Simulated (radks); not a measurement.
Results of a calculation; reference values are marked as such.
The nuclear charge of the technetium ion Tc2+ is varied continuously with 41 electrons held in [Kr] 4d5. Level of theory: scalar-relativistic Kohn-Sham, PBE, spin-unpolarised, spherical densities, finite nucleus; Fermi nuclear charge, rms radius 4.4112 fm (a radial shooting solver on a logarithmic mesh with Libxc functionals). By the Hellmann-Feynman theorem dE/dZ = E(electron-nucleus)/Z, the electronic potential at the nucleus (averaged over a nucleus of fixed radius). The scalar-relativistic energy here is not variational (the density holds large components alone), so the two differ by a part that grows with Z.

| Z | E (hartree) | E(electron-nucleus)/Z (hartree) | HOMO | e(HOMO) (eV) | <r> HOMO (bohr) |
|---|---|---|---|---|---|
| 42 | -4048.30907 | -232.056 | 4d | -10.414 | 1.892 |
| 42.25 | -4106.69307 | -233.937 | 4d | -13.144 | 1.810 |
| 42.5 | -4165.55011 | -235.817 | 4d | -16.077 | 1.738 |
| 42.75 | -4224.87991 | -237.696 | 4d | -19.199 | 1.675 |
| 43 | -4284.68233 | -239.574 | 4d | -22.501 | 1.618 |
| 43.25 | -4344.95731 | -241.452 | 4d | -25.974 | 1.567 |
| 43.5 | -4405.70487 | -243.330 | 4d | -29.611 | 1.521 |
| 43.75 | -4466.92509 | -245.208 | 4d | -33.405 | 1.478 |
| 44 | -4528.61813 | -247.087 | 4d | -37.352 | 1.439 |

The central difference of E at Z = 43 is -240.155 hartree, to compare with the third column; the second derivative is -7.56 hartree.
